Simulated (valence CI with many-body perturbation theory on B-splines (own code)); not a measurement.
E1 line list for Rh32+

Method: relativistic CI+MBPT: three valence electrons over a frozen Dirac-Fock core [Ne], radial functions for each j: 11 s, 11 p, 9 d, 7 f, 5 g, 2 h, 1 i, with the one-electron correlation potential Σ1, the two-electron term Σ2, the three-electron term Σ3, Breit, model QED; selected CI, second order for the rest (own B-spline code, finite nucleus).

No measured spectrum was set against this ion. As an estimate, large intervals hold to a few tenths of a per cent, small ones and those within an open d or f shell to about a per cent.

Lines 201 to 250 of 281 in falling wavelength, among levels below 28.727 Ry, chosen from the strongest by gf and those to the six lowest levels. Wavelengths and rates use the calculated energies. Electric multipoles are in the length gauge, E1 and E2 with the static RPA response of the core. Weak lines are less certain than strong ones. Lines between different terms over intervals too small for the method are left out, as are lines whose strength nearly cancels. The highest levels of a list are the least certain.

Levels are named by their leading jj configuration (3d3/2^4 stands for four electrons in 3d with j = 3/2), which in mixed levels can hold well under half, so a name can repeat and another be missing. Letters in brackets count levels of one name in rising energy.

```tsv
λ vac (nm)	Upper	Lower	A (s⁻¹)	S (a.u.)
7.999	(3p3/2^2 3d3/2) J=3/2	(3s 3p1/2 3d5/2) J=5/2 [a]	2.10e+10	2.12e-02
7.995	(3s 3p1/2 3d3/2) J=3/2 [b]	(3s 3p1/2^2) J=1/2	1.18e+11	1.19e-01
7.987	(3s 3p1/2 3d3/2) J=1/2	(3s 3p1/2^2) J=1/2	1.52e+11	7.63e-02
7.972	(3s 3d3/2^2) J=1/2	(3s 3p1/2 3d3/2) J=1/2	6.42e+10	3.21e-02
7.964	(3s 3d3/2^2) J=1/2	(3s 3p1/2 3d3/2) J=3/2 [b]	1.49e+11	7.43e-02
7.964	(3s 3d3/2 3d5/2) J=5/2 [a]	(3s 3p1/2 3d5/2) J=5/2 [a]	6.65e+10	9.94e-02
7.957	(3p1/2 3p3/2 3d3/2) J=1/2 [b]	(3p1/2^2 3p3/2) J=3/2	1.16e+11	5.75e-02
7.945	(3s^2 3d3/2) J=3/2	(3s^2 3p1/2) J=1/2	1.80e+11	1.78e-01
7.927	(3p3/2^2 3d3/2) J=7/2	(3s 3p1/2 3d5/2) J=5/2 [b]	1.98e+10	3.89e-02
7.918	(3s 3d3/2 3d5/2) J=3/2	(3s 3p1/2 3d5/2) J=5/2 [b]	9.60e+10	9.41e-02
7.892	(3s 3p3/2 3d3/2) J=1/2 [b]	(3s 3p1/2 3p3/2) J=1/2	6.65e+10	3.23e-02
7.876	(3s 3p3/2 3d3/2) J=5/2 [a]	(3s 3p1/2 3p3/2) J=3/2 [a]	4.69e+10	6.78e-02
7.862	(3s 3d3/2 3d5/2) J=5/2 [b]	(3s 3p1/2 3d5/2) J=5/2 [b]	6.85e+10	9.85e-02
7.861	(3s 3p3/2 3d3/2) J=3/2 [a]	(3s 3p1/2 3p3/2) J=3/2 [a]	7.14e+10	6.85e-02
7.848	(3s 3p3/2 3d3/2) J=1/2 [a]	(3s 3p1/2 3p3/2) J=3/2 [a]	1.08e+11	5.14e-02
7.779	(3s 3p3/2 3d5/2) J=5/2 [a]	(3s 3p1/2 3p3/2) J=5/2	4.77e+09	6.64e-03
7.769	(3s 3d3/2^2) J=5/2	(3s 3p1/2 3d3/2) J=5/2	9.49e+10	1.32e-01
7.722	(3s 3d3/2 3d5/2) J=5/2 [b]	(3s 3p1/2 3d5/2) J=7/2	1.65e+10	2.24e-02
7.669	(3s 3d3/2^2) J=3/2	(3s 3p1/2 3d3/2) J=3/2 [a]	1.02e+11	9.11e-02
7.631	(3s 3p3/2 3d5/2) J=1/2	(3s 3p1/2 3p3/2) J=1/2	5.01e+10	2.20e-02
7.611	(3s 3p3/2 3d5/2) J=3/2 [a]	(3s 3p1/2 3p3/2) J=3/2 [a]	1.48e+08	1.29e-04
7.575	(3s 3p3/2^2) J=1/2	(3s^2 3p1/2) J=1/2	4.51e+09	1.94e-03
7.518	(3p3/2^2 3d3/2) J=7/2	(3s 3p1/2 3d5/2) J=5/2 [a]	3.74e+10	6.28e-02
7.509	(3s 3d3/2 3d5/2) J=3/2	(3s 3p1/2 3d5/2) J=5/2 [a]	2.48e+10	2.08e-02
7.508	(3s 3p3/2 3d3/2) J=5/2 [b]	(3s 3p1/2 3p3/2) J=3/2 [b]	7.80e+10	9.78e-02
7.469	(3s 3p3/2 3d3/2) J=1/2 [b]	(3s 3p1/2 3p3/2) J=3/2 [b]	1.03e+09	4.24e-04
7.464	(3s 3p3/2 3d3/2) J=3/2 [b]	(3s 3p1/2 3p3/2) J=5/2	4.52e+08	3.71e-04
7.408	(3p1/2 3p3/2^2) J=1/2	(3s 3p1/2^2) J=1/2	2.51e+09	1.01e-03
7.407	(3s 3p3/2 3d5/2) J=5/2 [a]	(3s 3p1/2 3p3/2) J=3/2 [a]	1.31e+09	1.57e-03
7.393	(3p1/2 3p3/2 3d5/2) J=5/2 [c]	(3p1/2^2 3p3/2) J=3/2	4.69e+10	5.62e-02
7.357	(3s 3p3/2 3d5/2) J=7/2 [b]	(3s 3p1/2 3p3/2) J=5/2	2.99e+10	4.70e-02
7.331	(3s 3p3/2^2) J=3/2	(3s^2 3p1/2) J=1/2	1.26e+10	9.79e-03
7.234	(3s 3p3/2 3d5/2) J=1/2	(3s 3p1/2 3p3/2) J=3/2 [b]	6.32e+09	2.36e-03
7.121	(3s 3p3/2 3d3/2) J=3/2 [b]	(3s 3p1/2 3p3/2) J=3/2 [a]	9.70e+07	6.91e-05
7.075	(3s 3p3/2 3d5/2) J=3/2 [b]	(3s 3p1/2 3p3/2) J=3/2 [b]	9.08e+05	6.35e-07
7.027	(3s 3p3/2 3d5/2) J=5/2 [b]	(3s 3p1/2 3p3/2) J=3/2 [b]	7.88e+08	8.10e-04
7.009	(3s 3p1/2 3d5/2) J=3/2	(3s 3p1/2^2) J=1/2	1.60e+10	1.09e-02
6.982	(3s 3p3/2 3d3/2) J=5/2 [b]	(3s 3p1/2 3p3/2) J=5/2	6.30e+08	6.35e-04
6.958	(3s 3p3/2 3d5/2) J=7/2 [c]	(3s 3p1/2 3p3/2) J=5/2	6.13e+09	8.16e-03
6.878	(3p3/2^3) J=3/2	(3s 3p1/2 3p3/2) J=3/2 [b]	4.93e+09	3.17e-03
6.833	(3s 3p3/2 3d3/2) J=3/2 [a]	(3s 3p1/2^2) J=1/2	4.61e+09	2.90e-03
6.823	(3s 3p3/2 3d3/2) J=1/2 [a]	(3s 3p1/2^2) J=1/2	1.73e+08	5.44e-05
6.681	(3s 3p3/2 3d3/2) J=5/2 [b]	(3s 3p1/2 3p3/2) J=3/2 [a]	1.12e+08	9.91e-05
6.650	(3s 3p3/2 3d3/2) J=1/2 [b]	(3s 3p1/2 3p3/2) J=3/2 [a]	8.13e+07	2.36e-05
6.644	(3s 3p3/2 3d5/2) J=3/2 [a]	(3s 3p1/2^2) J=1/2	1.44e+09	8.32e-04
6.606	(3s 3p3/2 3d5/2) J=3/2 [b]	(3s 3p1/2 3p3/2) J=5/2	1.31e+09	7.48e-04
6.565	(3s 3p3/2 3d5/2) J=5/2 [b]	(3s 3p1/2 3p3/2) J=5/2	3.00e+09	2.52e-03
6.463	(3s 3p3/2 3d5/2) J=1/2	(3s 3p1/2 3p3/2) J=3/2 [a]	3.09e+08	8.24e-05
6.434	(3p3/2^3) J=3/2	(3s 3p1/2 3p3/2) J=5/2	1.08e+09	5.67e-04
6.336	(3s 3p3/2 3d5/2) J=3/2 [b]	(3s 3p1/2 3p3/2) J=3/2 [a]	6.10e+08	3.07e-04
```
